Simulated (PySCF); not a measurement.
Si(H)2(OH)(SMe) (CH6OSSi), SMILES CS[SiH2]O.

Coordinates come from a ωB97X-D3(BJ)/def2-SVP optimisation. This is a generated structure with no PubChem entry under its InChIKey; it may be hypothetical. Other conformers were not sampled.

Level of theory: r2SCAN/def2-TZVP in PySCF.

The molecule is in vacuum.

```json
{
  "total_energy": "-804.64716 hartree",
  "highest_occupied_level": "-6.07 eV",
  "lowest_empty_level": "-0.69 eV",
  "orbital_gap": "5.38 eV",
  "dipole_moment": "2.06 D",
  "quadrupole, principal values (traceless, Buckingham form, about the centre of nuclear charge)": "-4.38, -1.45, 5.84 D·Å",
  "mean_static_polarisability": "60.8 bohr³ (9.00 Å³)",
  "polarisability_principal_values": "50.5, 58.0, 73.8 bohr³"
}
```
